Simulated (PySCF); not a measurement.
C2H8OSSi, SMILES CO[SiH2]SC.

Coordinates come from a PBE0-D3(BJ)/def2-SVP optimisation. One conformer was computed; it need not be the lowest.

The numbers are results of PBE0-D3(BJ)/def2-SVP run with PySCF, not measurements.

Frequencies are harmonic and unscaled.

```json
[
 {"mode": "1", "ν (cm⁻¹)": "52", "IR (km/mol)": "2.1", "moving atoms (share of kinetic energy)": "H 37 %, C 31 %, S 22 %"},
 {"mode": "2", "ν (cm⁻¹)": "76", "IR (km/mol)": "1.2", "moving atoms (share of kinetic energy)": "C 53 %, H 29 %, Si 9 %"},
 {"mode": "3", "ν (cm⁻¹)": "98", "IR (km/mol)": "0.5", "moving atoms (share of kinetic energy)": "H 88 %"},
 {"mode": "4", "ν (cm⁻¹)": "139", "IR (km/mol)": "0.0", "moving atoms (share of kinetic energy)": "H 93 %"},
 {"mode": "5", "ν (cm⁻¹)": "175", "IR (km/mol)": "7.2", "moving atoms (share of kinetic energy)": "O 30 %, C 26 %, H 25 %, S 13 %"},
 {"mode": "6", "ν (cm⁻¹)": "210", "IR (km/mol)": "1.7", "moving atoms (share of kinetic energy)": "H 33 %, C 31 %, Si 15 %, S 15 %"},
 {"mode": "7", "ν (cm⁻¹)": "306", "IR (km/mol)": "9.7", "moving atoms (share of kinetic energy)": "O 48 %, Si 19 %, H 14 %, S 14 %"},
 {"mode": "8", "ν (cm⁻¹)": "506", "IR (km/mol)": "40.4", "moving atoms (share of kinetic energy)": "Si 45 %, S 40 %, H 10 %"},
 {"mode": "9", "ν (cm⁻¹)": "602", "IR (km/mol)": "39.4", "moving atoms (share of kinetic energy)": "H 68 %, Si 22 %"},
 {"mode": "10", "ν (cm⁻¹)": "730", "IR (km/mol)": "7.4", "moving atoms (share of kinetic energy)": "C 57 %, S 31 %, H 11 %"},
 {"mode": "11", "ν (cm⁻¹)": "767", "IR (km/mol)": "11.4", "moving atoms (share of kinetic energy)": "H 64 %, Si 14 %, C 12 %, O 9 %"},
 {"mode": "12", "ν (cm⁻¹)": "783", "IR (km/mol)": "39.0", "moving atoms (share of kinetic energy)": "H 48 %, O 27 %, Si 18 %"},
 {"mode": "13", "ν (cm⁻¹)": "887", "IR (km/mol)": "313.8", "moving atoms (share of kinetic energy)": "H 84 %, Si 14 %"},
 {"mode": "14", "ν (cm⁻¹)": "916", "IR (km/mol)": "125.8", "moving atoms (share of kinetic energy)": "H 90 %, Si 9 %"},
 {"mode": "15", "ν (cm⁻¹)": "965", "IR (km/mol)": "10.0", "moving atoms (share of kinetic energy)": "H 84 %, C 14 %"},
 {"mode": "16", "ν (cm⁻¹)": "977", "IR (km/mol)": "2.3", "moving atoms (share of kinetic energy)": "H 81 %, C 16 %"},
 {"mode": "17", "ν (cm⁻¹)": "1174", "IR (km/mol)": "90.9", "moving atoms (share of kinetic energy)": "H 45 %, C 28 %, O 26 %"},
 {"mode": "18", "ν (cm⁻¹)": "1179", "IR (km/mol)": "5.0", "moving atoms (share of kinetic energy)": "H 75 %, C 20 %"},
 {"mode": "19", "ν (cm⁻¹)": "1223", "IR (km/mol)": "143.5", "moving atoms (share of kinetic energy)": "O 36 %, H 35 %, C 27 %"},
 {"mode": "20", "ν (cm⁻¹)": "1335", "IR (km/mol)": "4.6", "moving atoms (share of kinetic energy)": "H 86 %, C 13 %"},
 {"mode": "21", "ν (cm⁻¹)": "1446", "IR (km/mol)": "8.5", "moving atoms (share of kinetic energy)": "H 96 %"},
 {"mode": "22", "ν (cm⁻¹)": "1455", "IR (km/mol)": "10.1", "moving atoms (share of kinetic energy)": "H 96 %"},
 {"mode": "23", "ν (cm⁻¹)": "1469", "IR (km/mol)": "3.4", "moving atoms (share of kinetic energy)": "H 90 %, C 9 %"},
 {"mode": "24", "ν (cm⁻¹)": "1475", "IR (km/mol)": "2.1", "moving atoms (share of kinetic energy)": "H 95 %"},
 {"mode": "25", "ν (cm⁻¹)": "1480", "IR (km/mol)": "15.0", "moving atoms (share of kinetic energy)": "H 96 %"},
 {"mode": "26", "ν (cm⁻¹)": "2206", "IR (km/mol)": "111.7", "moving atoms (share of kinetic energy)": "H 97 %"},
 {"mode": "27", "ν (cm⁻¹)": "2293", "IR (km/mol)": "99.3", "moving atoms (share of kinetic energy)": "H 97 %"},
 {"mode": "28", "ν (cm⁻¹)": "3006", "IR (km/mol)": "52.2", "moving atoms (share of kinetic energy)": "H 97 %"},
 {"mode": "29", "ν (cm⁻¹)": "3068", "IR (km/mol)": "18.2", "moving atoms (share of kinetic energy)": "H 98 %"},
 {"mode": "30", "ν (cm⁻¹)": "3085", "IR (km/mol)": "33.0", "moving atoms (share of kinetic energy)": "H 90 %, C 10 %"},
 {"mode": "31", "ν (cm⁻¹)": "3141", "IR (km/mol)": "27.4", "moving atoms (share of kinetic energy)": "H 91 %, C 9 %"},
 {"mode": "32", "ν (cm⁻¹)": "3181", "IR (km/mol)": "3.8", "moving atoms (share of kinetic energy)": "H 90 %, C 10 %"},
 {"mode": "33", "ν (cm⁻¹)": "3189", "IR (km/mol)": "0.9", "moving atoms (share of kinetic energy)": "H 90 %, C 10 %"}
]
```
